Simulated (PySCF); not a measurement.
C₂H₈OSi, SMILES C[SiH](C)O.

The structure is a stationary point at B3LYP-D3(BJ)/def2-SVP. One conformer was computed; it need not be the lowest.

Computed with PBE/def2-TZVP run with PySCF.

Isolated molecule, no solvent.

```json
{
  "total_energy": "-445.53160 hartree",
  "point_group": "Cs",
  "highest_occupied_level": "-6.70 eV",
  "lowest_empty_level": "-0.15 eV",
  "orbital_gap": "6.55 eV",
  "dipole_moment": "0.391 e·Å",
  "quadrupole, principal values (traceless, Buckingham form, about the centre of nuclear charge)": "-5.25, -0.11, 5.36 D·Å",
  "mean_static_polarisability": "56.0 bohr³ (8.29 Å³)",
  "polarisability_principal_values": "52.3, 55.2, 60.4 bohr³"
}
```
